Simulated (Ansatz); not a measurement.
Total energies of CH$_{5}$F$_{2}$NZr, SMILES `[CH3][Zr]([NH2])([F])[F]`.

Cartesian coordinates in Å:
```
C -0.325 1.160 1.050
Zr -0.578 -0.623 -0.246
N 1.199 -0.852 -1.176
F -0.915 -2.082 0.938
F -1.944 -0.164 -1.499
H -1.252 1.365 1.599
H 0.473 1.016 1.786
H -0.078 2.053 0.467
H 1.452 -0.454 -2.071
H 1.968 -1.420 -0.848
```

Total charge 0; spin multiplicity 1. Correlated methods include outer-core shells of Zr, which these sets cover unevenly. Zr: def2 effective core potential. The structure was optimised at the PBE0-D4/def2-TZVP level. It is one conformer, not always the lowest. Basis def2-TZVPP, the Gaussian-basis code of Ansatz.

RPA on PBE orbitals: Hartree–Fock energy of these orbitals -340.90587 Eh, correlation -1.92455 Eh (frozen core).

| functional | energy without D4 (Eh) | D4 term (kJ/mol) |
| --- | --- | --- |
| LDA (SPW92) | -340.74332 | – |
| r2SCANh | -342.81795 | -4.7 |

Q: Give the same for PBE, revPBE, BLYP, r2SCAN, B97M-V, PBE0, B3LYP, r2SCAN0, HSE06 (plane-wave form), BHLYP, CAM-B3LYP, LC-ωPBE, ωB97X-V, ωB97M-V, B2PLYP, PBE-QIDH. (Estimate.)

A: Ansatz gave: 
| functional | energy without D4 (Eh) | D4 term (kJ/mol) |
| --- | --- | --- |
| PBE | -342.66428 | -17.3 |
| revPBE | -342.90566 | -45.3 |
| BLYP | -342.88500 | -36.4 |
| r2SCAN | -342.85200 | -4.4 |
| B97M-V | -342.89320 | – |
| PBE0 | -342.64141 | -14.9 |
| B3LYP | -342.98801 | -27.8 |
| r2SCAN0 | -342.76883 | -5.2 |
| HSE06 (plane-wave form) | -342.62668 | -14.0 |
| BHLYP | -342.73435 | -23.3 |
| CAM-B3LYP | -342.83313 | -15.3 |
| LC-ωPBE | -342.81295 | – |
| ωB97X-V | -342.83244 | – |
| ωB97M-V | -342.77992 | – |
| B2PLYP | -342.69248 | – |
| PBE-QIDH | -342.54708 | – |

B3LYP takes the VWN-RPA correlation (the form of Gaussian; ORCA's B3LYP/G). HSE06 is the plane-wave form, built on full-range PBE exchange. The double hybrids freeze the cores in their second-order part.

LC-ωPBE has ω = 0.4 bohr⁻¹.
